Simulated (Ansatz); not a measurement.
Cartesian coordinates in Å:
```
O -1.609 0.315 -0.768
W -0.094 0.007 -0.061
O 0.390 -1.208 -1.411
O 0.514 1.778 -0.126
O -0.766 -0.619 1.573
Cl 2.088 -0.513 0.851
H 1.271 -1.579 -1.271
H -0.074 2.451 -0.486
H -1.720 -0.632 1.699
```

The species carries charge 0 and has multiplicity 1. W: def2 effective core potential.

Problem. List the PBE0/def2-TZVPP orbital energies in eV (Ansatz). (Best estimate.)

Solution. Computed: Occupied: -2766.36, -524.12, -524.12, -523.98, -523.88, -258.23, -196.44, -196.40, -196.40, -85.31, -48.38, -48.22, -48.20, -29.03, -28.61, -28.43, -26.70, -21.74, -15.79, -15.63, -15.04, -12.89, -12.74, -12.47, -11.87, -11.28, -10.76, -10.52, -10.39, -10.18, -9.08, -8.56, -8.55. Lowest empty: -2.66, -2.64, -1.15, -1.11, -0.28, 1.29, 1.38, 2.36.
